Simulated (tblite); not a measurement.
Record of a relaxation.

Compound: C4H12O2Si2.
Numbering: `[CH3:1][CH2:2][C:3](=[O:4])[CH2:5][O:6][SiH2:7][SiH3:8]` (hydrogens: H9, H10, H11 on C1; H12, H13 on C2; H14, H15 on C5; H16, H17 on Si7; H18, H19, H20 on Si8)

Computed with GFN2-xTB (tblite), gas phase: L-BFGS steps from a force-field or distance-geometry start until the largest atomic force falls under 0.01 eV/Å. 8 of its 257 geometries are shown.

Step 0: E = -714.7160 eV, largest atomic force 4.341 eV/Å
```
atom  x, y, z in Å  |  force x, y, z in eV/Å
C1     -3.627   -0.110    0.726   -1.262  -0.218  -0.458
C2     -2.244   -0.708    0.818    0.113  -0.946   0.466
C3     -1.328   -0.067   -0.184   -1.927   3.182  -2.237
O4     -1.792    0.825   -0.941    1.410  -2.357   1.906
C5      0.091   -0.471   -0.299    0.566  -0.330  -0.278
O6      0.770    0.236   -1.300    1.584  -0.948   0.115
Si7     2.381   -0.323   -1.323   -1.185  -0.034  -1.405
Si8     3.707    0.586    0.217    0.918   0.297   0.504
H9     -3.884    0.086   -0.342    0.225  -0.032   0.801
H10    -3.715    0.839    1.280   -0.091  -0.619  -0.235
H11    -4.345   -0.894    1.074    0.319   1.014   0.055
H12    -2.381   -1.805    0.580    0.690   0.953   0.357
H13    -1.858   -0.569    1.859   -0.038  -0.399  -0.824
H14     0.124   -1.542   -0.593   -0.148   0.210   0.571
H15     0.653   -0.305    0.637   -0.495  -0.374   0.156
H16     2.387   -1.793   -1.060   -0.165   0.176  -0.240
H17     2.892   -0.137   -2.693   -0.427  -0.003   0.194
H18     4.874    1.109   -0.535   -0.151  -0.045   0.364
H19     4.194   -0.506    1.106   -0.054   0.450  -0.029
H20     3.094    1.677    0.969    0.117   0.025   0.220
```

Step 37: E = -715.5605 eV, largest atomic force 0.185 eV/Å
```
atom  x, y, z in Å  |  force x, y, z in eV/Å
C1     -3.698   -0.081    0.704    0.024  -0.032  -0.003
C2     -2.303   -0.692    0.718    0.098  -0.015  -0.009
C3     -1.332   -0.007   -0.229    0.027   0.011   0.025
O4     -1.630    0.896   -0.959    0.007  -0.042   0.027
C5      0.082   -0.595   -0.154   -0.073   0.028   0.009
O6      0.874   -0.161   -1.206    0.003  -0.107   0.117
Si7     2.471   -0.401   -1.446   -0.037  -0.025   0.016
Si8     3.781    0.584    0.183   -0.107   0.027   0.003
H9     -4.064   -0.003   -0.316   -0.004  -0.018   0.005
H10    -3.695    0.915    1.139    0.047  -0.010  -0.020
H11    -4.368   -0.715    1.280   -0.078   0.060  -0.017
H12    -2.354   -1.746    0.430   -0.018   0.031  -0.023
H13    -1.884   -0.658    1.727    0.028  -0.001  -0.006
H14    -0.006   -1.695   -0.155    0.124   0.137  -0.015
H15     0.513   -0.291    0.817   -0.023  -0.052  -0.113
H16     2.716   -1.856   -1.518   -0.004   0.006   0.010
H17     2.581    0.159   -2.785   -0.063   0.027  -0.015
H18     4.987    1.185   -0.392   -0.015   0.023   0.020
H19     4.249   -0.345    1.220    0.011  -0.046   0.020
H20     3.073    1.631    0.939    0.052  -0.002  -0.032
```

Step 73: E = -715.5800 eV, largest atomic force 0.017 eV/Å
```
atom  x, y, z in Å  |  force x, y, z in eV/Å
C1     -3.664   -0.044    0.686    0.002  -0.002   0.008
C2     -2.308   -0.736    0.714   -0.003  -0.006  -0.003
C3     -1.307   -0.056   -0.198    0.007   0.004   0.003
O4     -1.584    0.852   -0.931    0.000   0.002  -0.006
C5      0.108   -0.627   -0.100    0.004   0.003  -0.004
O6      0.862   -0.245   -1.194   -0.003  -0.009  -0.010
Si7     2.457   -0.386   -1.483   -0.003   0.010   0.005
Si8     3.728    0.590    0.179    0.008  -0.003   0.005
H9     -4.055   -0.028   -0.328    0.010   0.005   0.005
H10    -3.571    0.984    1.027    0.000  -0.001   0.000
H11    -4.370   -0.566    1.327   -0.005   0.003   0.007
H12    -2.409   -1.772    0.381    0.001  -0.014  -0.010
H13    -1.902   -0.760    1.727    0.012   0.010  -0.005
H14     0.062   -1.722   -0.028   -0.006   0.003  -0.001
H15     0.554   -0.251    0.835    0.000   0.000  -0.002
H16     2.787   -1.819   -1.615    0.001  -0.006  -0.002
H17     2.465    0.237   -2.799   -0.001  -0.001   0.006
H18     4.953    1.200   -0.342   -0.004  -0.008  -0.003
H19     4.157   -0.369    1.210   -0.005   0.008   0.002
H20     3.032    1.645    0.929   -0.014   0.002   0.004
```

Step 110: E = -715.5860 eV, largest atomic force 0.039 eV/Å
```
atom  x, y, z in Å  |  force x, y, z in eV/Å
C1     -3.568    0.028    0.785   -0.004  -0.002   0.013
C2     -2.261   -0.747    0.684   -0.012   0.001   0.008
C3     -1.282   -0.101   -0.274   -0.002   0.022   0.000
O4     -1.566    0.791   -1.023    0.016  -0.015   0.000
C5      0.125   -0.694   -0.189    0.001  -0.011  -0.017
O6      0.862   -0.390   -1.317    0.017   0.020  -0.004
Si7     2.477   -0.410   -1.525    0.012   0.025  -0.028
Si8     3.554    0.629    0.233    0.017  -0.022  -0.015
H9     -4.026    0.121   -0.196    0.017   0.001  -0.001
H10    -3.387    1.029    1.169    0.010  -0.006  -0.006
H11    -4.259   -0.482    1.451   -0.006   0.004   0.000
H12    -2.454   -1.758    0.317   -0.004  -0.006  -0.003
H13    -1.782   -0.841    1.660   -0.012  -0.003   0.016
H14     0.059   -1.782   -0.058   -0.013  -0.011   0.004
H15     0.600   -0.279    0.716   -0.014  -0.006  -0.009
H16     2.917   -1.815   -1.633   -0.004  -0.007  -0.010
H17     2.522    0.217   -2.840   -0.010  -0.018   0.030
H18     4.838    1.212   -0.161   -0.002   0.002   0.004
H19     3.844   -0.305    1.333    0.009   0.010   0.016
H20     2.781    1.705    0.867   -0.015   0.021   0.003
```

Step 146: E = -715.5947 eV, largest atomic force 0.073 eV/Å
```
atom  x, y, z in Å  |  force x, y, z in eV/Å
C1     -3.260    0.271    0.955    0.040  -0.013  -0.006
C2     -2.217   -0.799    0.639   -0.042   0.000   0.028
C3     -1.210   -0.324   -0.388   -0.036   0.025   0.013
O4     -1.426    0.556   -1.173    0.034   0.015   0.008
C5      0.119   -1.077   -0.336   -0.031   0.009  -0.006
O6      0.909   -0.771   -1.425    0.072  -0.006  -0.013
Si7     2.488   -0.384   -1.536   -0.032  -0.037   0.025
Si8     3.198    0.817    0.305   -0.035   0.014  -0.040
H9     -3.755    0.594    0.042    0.045  -0.022   0.043
H10    -2.783    1.138    1.410   -0.028  -0.045  -0.033
H11    -4.005   -0.120    1.644    0.004   0.011  -0.019
H12    -2.711   -1.679    0.212    0.026   0.040   0.036
H13    -1.695   -1.117    1.545   -0.034   0.004  -0.045
H14    -0.086   -2.157   -0.312    0.022   0.024   0.007
H15     0.611   -0.803    0.610   -0.004  -0.028  -0.006
H16     3.242   -1.647   -1.681   -0.011   0.030   0.012
H17     2.465    0.310   -2.816    0.002  -0.001  -0.021
H18     4.579    1.283    0.163   -0.020  -0.009   0.012
H19     3.158    0.034    1.554    0.010   0.019  -0.008
H20     2.374    2.002    0.584    0.019  -0.029   0.013
```

Step 183: E = -715.7534 eV, largest atomic force 0.093 eV/Å
```
atom  x, y, z in Å  |  force x, y, z in eV/Å
C1     -2.470    0.531    1.210    0.011   0.004  -0.026
C2     -2.023   -0.744    0.500    0.028   0.014  -0.001
C3     -0.780   -0.504   -0.324    0.035   0.073  -0.010
O4     -0.445    0.582   -0.723   -0.005  -0.091   0.018
C5      0.062   -1.741   -0.607    0.032   0.006   0.016
O6      1.089   -1.491   -1.489   -0.001  -0.033   0.013
Si7     2.321   -0.413   -1.413    0.001   0.037   0.014
Si8     2.212    1.177    0.249    0.031  -0.015   0.012
H9     -2.808    1.267    0.486    0.015   0.001   0.002
H10    -1.634    0.958    1.757   -0.012   0.008   0.037
H11    -3.277    0.322    1.905   -0.020  -0.012  -0.021
H12    -2.804   -1.085   -0.184   -0.022  -0.023   0.012
H13    -1.836   -1.546    1.216    0.010  -0.002  -0.017
H14    -0.571   -2.531   -1.030   -0.019   0.026   0.006
H15     0.451   -2.104    0.358   -0.026   0.010   0.001
H16     3.499   -1.280   -1.208   -0.006  -0.007  -0.031
H17     2.333    0.071   -2.790   -0.006   0.007  -0.009
H18     3.559    1.593    0.663    0.031  -0.020   0.003
H19     1.605    0.648    1.487   -0.033   0.017  -0.016
H20     1.514    2.419   -0.068   -0.043   0.000  -0.004
```

Step 219: E = -715.8732 eV, largest atomic force 0.053 eV/Å
```
atom  x, y, z in Å  |  force x, y, z in eV/Å
C1     -2.564    0.606    0.992    0.020  -0.024  -0.006
C2     -2.048   -0.746    0.515    0.007  -0.036  -0.009
C3     -0.712   -0.620   -0.174   -0.010   0.003  -0.010
O4     -0.270    0.422   -0.586    0.008   0.010   0.020
C5      0.075   -1.904   -0.344    0.019   0.002   0.006
O6      1.317   -1.714   -0.897   -0.001   0.023  -0.019
Si7     2.081   -0.344   -1.391    0.006  -0.013  -0.013
Si8     2.520    1.225    0.235   -0.003  -0.020  -0.001
H9     -2.649    1.283    0.146   -0.036   0.038   0.011
H10    -1.871    1.042    1.706    0.016   0.012   0.013
H11    -3.535    0.500    1.468   -0.004  -0.003  -0.038
H12    -2.747   -1.181   -0.206    0.015   0.005   0.005
H13    -1.959   -1.451    1.344   -0.007   0.006   0.012
H14    -0.511   -2.581   -0.985   -0.001  -0.002   0.004
H15     0.184   -2.389    0.636   -0.008   0.006   0.025
H16     3.281   -1.082   -1.808    0.003   0.010  -0.004
H17     1.463    0.198   -2.609   -0.006  -0.007   0.013
H18     3.958    1.493    0.371    0.002  -0.012  -0.004
H19     2.078    0.837    1.587   -0.008  -0.011  -0.004
H20     1.902    2.531   -0.003   -0.010   0.013   0.000
```

Step 256: E = -715.8824 eV, largest atomic force 0.009 eV/Å
```
atom  x, y, z in Å  |  force x, y, z in eV/Å
C1     -2.688    0.591    0.893    0.001  -0.003  -0.003
C2     -2.059   -0.745    0.518    0.001  -0.001   0.001
C3     -0.695   -0.577   -0.104   -0.003  -0.005  -0.007
O4     -0.263    0.476   -0.496    0.000   0.003  -0.004
C5      0.130   -1.843   -0.223   -0.007   0.005  -0.002
O6      1.290   -1.678   -0.940    0.006   0.003   0.003
Si7     2.045   -0.312   -1.455    0.003  -0.005   0.004
Si8     2.632    1.150    0.220    0.003   0.001   0.004
H9     -2.754    1.232    0.018    0.005   0.003  -0.001
H10    -2.081    1.098    1.639    0.006   0.002   0.002
H11    -3.686    0.441    1.296   -0.004  -0.005   0.003
H12    -2.686   -1.260   -0.216    0.004   0.000   0.005
H13    -1.975   -1.400    1.387   -0.007   0.004  -0.003
H14    -0.478   -2.627   -0.695   -0.002  -0.005   0.001
H15     0.369   -2.180    0.799    0.004   0.000   0.005
H16     3.183   -1.057   -2.012   -0.004   0.008  -0.002
H17     1.335    0.291   -2.590    0.001   0.001  -0.003
H18     4.084    1.366    0.288   -0.008  -0.001  -0.001
H19     2.255    0.680    1.567   -0.002   0.001  -0.004
H20     2.034    2.482    0.105    0.005  -0.007   0.000
```

Q: Summarise the path.

A: The energy falls by 1.1664 eV from step 0 to step 256; nine tenths of that is first reached at step 188. It rises by more than 0.2 meV at steps 149, 152, 155, 164 and 191. The largest force goes from 4.341 to 0.009 eV/Å. Among the bonds Si7–Si8 changes most, from 2.226 to 2.300 Å; the atoms move by 1.437 Å rms after alignment.

Q: Follow the three bonds and two angles with the largest change from start to end.

A: 
```json
{"step": "0", "E above end (eV)": "1.1664", "largest force (eV/Å)": "4.341", "Si7–Si8 (Å)": "2.226", "O6–Si7 (Å)": "1.705", "C3=O4 (Å)": "1.259", "C5–O6–Si7 (°)": "107.6", "O6–Si7–H16 (°)": "108.9"}
{"step": "11", "E above end (eV)": "0.4328", "largest force (eV/Å)": "0.305", "Si7–Si8 (Å)": "2.329", "O6–Si7 (Å)": "1.638", "C3=O4 (Å)": "1.199", "C5–O6–Si7 (°)": "121.0", "O6–Si7–H16 (°)": "103.6"}
{"step": "22", "E above end (eV)": "0.3620", "largest force (eV/Å)": "0.102", "Si7–Si8 (Å)": "2.319", "O6–Si7 (Å)": "1.634", "C3=O4 (Å)": "1.198", "C5–O6–Si7 (°)": "125.3", "O6–Si7–H16 (°)": "107.7"}
{"step": "33", "E above end (eV)": "0.3332", "largest force (eV/Å)": "0.096", "Si7–Si8 (Å)": "2.307", "O6–Si7 (Å)": "1.631", "C3=O4 (Å)": "1.198", "C5–O6–Si7 (°)": "128.4", "O6–Si7–H16 (°)": "109.4"}
{"step": "45", "E above end (eV)": "0.3079", "largest force (eV/Å)": "0.067", "Si7–Si8 (Å)": "2.311", "O6–Si7 (Å)": "1.628", "C3=O4 (Å)": "1.199", "C5–O6–Si7 (°)": "130.0", "O6–Si7–H16 (°)": "108.3"}
{"step": "56", "E above end (eV)": "0.3034", "largest force (eV/Å)": "0.021", "Si7–Si8 (Å)": "2.307", "O6–Si7 (Å)": "1.627", "C3=O4 (Å)": "1.199", "C5–O6–Si7 (°)": "130.6", "O6–Si7–H16 (°)": "108.5"}
{"step": "67", "E above end (eV)": "0.3026", "largest force (eV/Å)": "0.016", "Si7–Si8 (Å)": "2.309", "O6–Si7 (Å)": "1.627", "C3=O4 (Å)": "1.199", "C5–O6–Si7 (°)": "130.7", "O6–Si7–H16 (°)": "108.6"}
{"step": "78", "E above end (eV)": "0.3018", "largest force (eV/Å)": "0.034", "Si7–Si8 (Å)": "2.309", "O6–Si7 (Å)": "1.628", "C3=O4 (Å)": "1.199", "C5–O6–Si7 (°)": "130.3", "O6–Si7–H16 (°)": "108.2"}
{"step": "89", "E above end (eV)": "0.2987", "largest force (eV/Å)": "0.040", "Si7–Si8 (Å)": "2.309", "O6–Si7 (Å)": "1.629", "C3=O4 (Å)": "1.199", "C5–O6–Si7 (°)": "129.1", "O6–Si7–H16 (°)": "108.1"}
{"step": "100", "E above end (eV)": "0.2977", "largest force (eV/Å)": "0.020", "Si7–Si8 (Å)": "2.309", "O6–Si7 (Å)": "1.628", "C3=O4 (Å)": "1.199", "C5–O6–Si7 (°)": "128.9", "O6–Si7–H16 (°)": "108.6"}
{"step": "111", "E above end (eV)": "0.2961", "largest force (eV/Å)": "0.035", "Si7–Si8 (Å)": "2.309", "O6–Si7 (Å)": "1.628", "C3=O4 (Å)": "1.199", "C5–O6–Si7 (°)": "129.1", "O6–Si7–H16 (°)": "108.5"}
{"step": "122", "E above end (eV)": "0.2930", "largest force (eV/Å)": "0.055", "Si7–Si8 (Å)": "2.313", "O6–Si7 (Å)": "1.629", "C3=O4 (Å)": "1.199", "C5–O6–Si7 (°)": "130.0", "O6–Si7–H16 (°)": "108.6"}
{"step": "134", "E above end (eV)": "0.2900", "largest force (eV/Å)": "0.024", "Si7–Si8 (Å)": "2.309", "O6–Si7 (Å)": "1.628", "C3=O4 (Å)": "1.199", "C5–O6–Si7 (°)": "130.1", "O6–Si7–H16 (°)": "108.3"}
{"step": "145", "E above end (eV)": "0.2881", "largest force (eV/Å)": "0.043", "Si7–Si8 (Å)": "2.307", "O6–Si7 (Å)": "1.627", "C3=O4 (Å)": "1.199", "C5–O6–Si7 (°)": "130.9", "O6–Si7–H16 (°)": "107.6"}
{"step": "156", "E above end (eV)": "0.2839", "largest force (eV/Å)": "0.060", "Si7–Si8 (Å)": "2.306", "O6–Si7 (Å)": "1.629", "C3=O4 (Å)": "1.200", "C5–O6–Si7 (°)": "131.8", "O6–Si7–H16 (°)": "106.5"}
{"step": "167", "E above end (eV)": "0.2126", "largest force (eV/Å)": "0.491", "Si7–Si8 (Å)": "2.308", "O6–Si7 (Å)": "1.630", "C3=O4 (Å)": "1.207", "C5–O6–Si7 (°)": "131.8", "O6–Si7–H16 (°)": "103.8"}
{"step": "178", "E above end (eV)": "0.1346", "largest force (eV/Å)": "0.104", "Si7–Si8 (Å)": "2.307", "O6–Si7 (Å)": "1.642", "C3=O4 (Å)": "1.204", "C5–O6–Si7 (°)": "129.5", "O6–Si7–H16 (°)": "103.3"}
{"step": "189", "E above end (eV)": "0.1094", "largest force (eV/Å)": "0.283", "Si7–Si8 (Å)": "2.291", "O6–Si7 (Å)": "1.645", "C3=O4 (Å)": "1.203", "C5–O6–Si7 (°)": "134.1", "O6–Si7–H16 (°)": "97.9"}
{"step": "200", "E above end (eV)": "0.0257", "largest force (eV/Å)": "0.130", "Si7–Si8 (Å)": "2.303", "O6–Si7 (Å)": "1.640", "C3=O4 (Å)": "1.205", "C5–O6–Si7 (°)": "132.4", "O6–Si7–H16 (°)": "93.1"}
{"step": "211", "E above end (eV)": "0.0118", "largest force (eV/Å)": "0.038", "Si7–Si8 (Å)": "2.299", "O6–Si7 (Å)": "1.644", "C3=O4 (Å)": "1.204", "C5–O6–Si7 (°)": "131.0", "O6–Si7–H16 (°)": "93.4"}
{"step": "223", "E above end (eV)": "0.0074", "largest force (eV/Å)": "0.067", "Si7–Si8 (Å)": "2.303", "O6–Si7 (Å)": "1.644", "C3=O4 (Å)": "1.204", "C5–O6–Si7 (°)": "131.0", "O6–Si7–H16 (°)": "92.5"}
{"step": "234", "E above end (eV)": "0.0018", "largest force (eV/Å)": "0.020", "Si7–Si8 (Å)": "2.300", "O6–Si7 (Å)": "1.644", "C3=O4 (Å)": "1.204", "C5–O6–Si7 (°)": "130.7", "O6–Si7–H16 (°)": "92.9"}
{"step": "245", "E above end (eV)": "0.0008", "largest force (eV/Å)": "0.034", "Si7–Si8 (Å)": "2.299", "O6–Si7 (Å)": "1.644", "C3=O4 (Å)": "1.204", "C5–O6–Si7 (°)": "130.7", "O6–Si7–H16 (°)": "93.1"}
{"step": "256", "E above end (eV)": "0.0000", "largest force (eV/Å)": "0.009", "Si7–Si8 (Å)": "2.300", "O6–Si7 (Å)": "1.644", "C3=O4 (Å)": "1.204", "C5–O6–Si7 (°)": "130.7", "O6–Si7–H16 (°)": "93.1"}
```

What follows is the cost of the whole relaxation. The run took 2.5 s wall on Arm Neoverse V1, one thread, no GPU (shared host).
